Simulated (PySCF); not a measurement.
C₃H₉O, charge +1, singlet, geometry from GFN2-xTB; MP2/STO-3G run with PySCF.

PySCF was given this input:
```python
from pyscf import gto, scf, mp

mol = gto.M(
    atom='''
O     0.055860   -0.683295    0.107833
C    -0.012671    0.787353    0.041156
C     1.383552   -1.240263   -0.035699
C    -1.466050    1.193338   -0.026071
H     0.461946    1.147552    0.955865
H     0.549215    1.139493   -0.828412
H     1.304079   -2.323401    0.045147
H     1.839526   -0.965594   -0.987662
H     1.992555   -0.865917    0.786309
H    -1.934765    0.853175   -0.947307
H    -2.018117    0.804241    0.825532
H    -1.534529    2.277279   -0.000677
H    -0.535775   -1.043035   -0.587769
''',
    basis='sto-3g',
    charge=1,
    spin=0,
    verbose=4,
)

mf = scf.RHF(mol)
mf.kernel()

pt = mp.MP2(mf)
pt.kernel()
print('E(MP2) = %.10f' % pt.e_tot)
```

The log (banner, timings and long lists left out):

```
PySCF version 2.14.0

[INPUT] verbose = 4
[INPUT] num. atoms = 13
[INPUT] num. electrons = 34
[INPUT] charge = 1
[INPUT] spin (= nelec alpha-beta = 2S) = 0
[INPUT] symmetry False subgroup None
[INPUT] Mole.unit = angstrom
[INPUT] Symbol           X                Y                Z      unit          X                Y                Z       unit  Magmom
[INPUT]  1 O      0.055860000000  -0.683295000000   0.107833000000 AA    0.105560101318  -1.291240412285   0.203774837190 Bohr   0.0
[INPUT]  2 C     -0.012671000000   0.787353000000   0.041156000000 AA   -0.023944719724   1.487881533355   0.077773568383 Bohr   0.0
[INPUT]  3 C      1.383552000000  -1.240263000000  -0.035699000000 AA    2.614534359094  -2.343757392431  -0.067461332921 Bohr   0.0
[INPUT]  4 C     -1.466050000000   1.193338000000  -0.026071000000 AA   -2.770432984919   2.255081994036  -0.049267049794 Bohr   0.0
[INPUT]  5 H      0.461946000000   1.147552000000   0.955865000000 AA    0.872951424338   2.168558993697   1.806323062057 Bohr   0.0
[INPUT]  6 H      0.549215000000   1.139493000000  -0.828412000000 AA    1.037865933503   2.153329690859  -1.565471798303 Bohr   0.0
[INPUT]  7 H      1.304079000000  -2.323401000000   0.045147000000 AA    2.464352154797  -4.390591567541   0.085315465346 Bohr   0.0
[INPUT]  8 H      1.839526000000  -0.965594000000  -0.987662000000 AA    3.476200339017  -1.824708207523  -1.866410683640 Bohr   0.0
[INPUT]  9 H      1.992555000000  -0.865917000000   0.786309000000 AA    3.765383238133  -1.636345976605   1.485908659281 Bohr   0.0
[INPUT] 10 H     -1.934765000000   0.853175000000  -0.947307000000 AA   -3.656175965394   1.612267086326  -1.790150785883 Bohr   0.0
[INPUT] 11 H     -2.018117000000   0.804241000000   0.825532000000 AA   -3.813688417329   1.519795228146   1.560029387064 Bohr   0.0
[INPUT] 12 H     -1.534529000000   2.277279000000  -0.000677000000 AA   -2.899839540203   4.303433619223  -0.001279344586 Bohr   0.0
[INPUT] 13 H     -0.535775000000  -1.043035000000  -0.587769000000 AA   -1.012468014389  -1.971050488336  -1.110722434509 Bohr   0.0

nuclear repulsion = 141.846810536
number of shells = 21
number of NR pGTOs = 87
number of NR cGTOs = 29
basis = sto-3g
ecp = {}

******** <class 'pyscf.scf.hf.RHF'> ********
method = RHF
initial guess = minao
damping factor = 0
level_shift factor = 0
DIIS = <class 'pyscf.scf.diis.CDIIS'>
diis_start_cycle = 1
diis_space = 8
diis_damp = 0
SCF conv_tol = 1e-09
SCF conv_tol_grad = None
SCF max_cycles = 50
direct_scf = True
direct_scf_tol = 1e-13
Set gradient conv threshold to 3.16228e-05
Initial guess from minao.
init E= -191.90293924016
  HOMO = -0.334384582741413  LUMO = 0.279822320389365  gap/eV = 16.71342
cycle= 1 E= -191.07001863177  delta_E= 0.833  |g|= 0.321  |ddm|= 3.93
  HOMO = -0.69202724084257  LUMO = 0.114144291417777  gap/eV = 21.93704
cycle= 2 E= -191.110898328742  delta_E= -0.0409  |g|= 0.0766  |ddm|= 0.523
  HOMO = -0.678884930998846  LUMO = 0.163243757097928  gap/eV = 22.91549
cycle= 3 E= -191.113057335845  delta_E= -0.00216  |g|= 0.0196  |ddm|= 0.115
  HOMO = -0.680645339699998  LUMO = 0.163246408351301  gap/eV = 22.96346
cycle= 4 E= -191.113262133033  delta_E= -0.000205  |g|= 0.0031  |ddm|= 0.042
  HOMO = -0.68131772621639  LUMO = 0.162205482231406  gap/eV = 22.95344
cycle= 5 E= -191.113267592422  delta_E= -5.46e-06  |g|= 0.00101  |ddm|= 0.00639
  HOMO = -0.681291496301213  LUMO = 0.162581014470452  gap/eV = 22.96294
cycle= 6 E= -191.113268224602  delta_E= -6.32e-07  |g|= 0.000149  |ddm|= 0.00262
  HOMO = -0.681299307776977  LUMO = 0.16257240203006  gap/eV = 22.96292
cycle= 7 E= -191.113268241074  delta_E= -1.65e-08  |g|= 3.08e-05  |ddm|= 0.00044
  HOMO = -0.681305874854136  LUMO = 0.162573937490783  gap/eV = 22.96314
cycle= 8 E= -191.113268241662  delta_E= -5.88e-10  |g|= 7e-06  |ddm|= 7.4e-05
  HOMO = -0.681305363411948  LUMO = 0.162572505028995  gap/eV = 22.96309
Extra cycle  E= -191.11326824169  delta_E= -2.74e-11  |g|= 2.55e-06  |ddm|= 1.2e-05
converged SCF energy = -191.11326824169

******** <class 'pyscf.mp.mp2.RMP2'> ********
nocc = 17, nmo = 29
E(RMP2) = -191.315699213822  E_corr = -0.202430972132335
E(SCS-RMP2) = -191.337226738655  E_corr = -0.22395849696508
E_corr(same-spin) = -0.0218753879927554
E_corr(oppo-spin) = -0.180555584139579
E(MP2) = -191.3156992138
```
